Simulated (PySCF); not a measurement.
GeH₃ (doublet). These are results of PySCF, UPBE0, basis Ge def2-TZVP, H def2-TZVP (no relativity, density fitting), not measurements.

Harmonic bands of its minimum:

```
ω (cm⁻¹)  IR (km/mol, summed over degenerate members)  degeneracy
     694                                         43.2           1
     855                                          104           2
    2111                                          8.9           1
    2151                                          272           2
```

Question: The central atom is Ge. Infer the point group and assign the bands.

Answer: C3v. The modes span 2a1 + 2e: 694 a1, 855 e, 2111 a1, 2151 e. The computed geometry has Ge–H 1.539 Å (×3); H–Ge–H 111.2° (×3).

This need not be the most stable arrangement of these atoms.
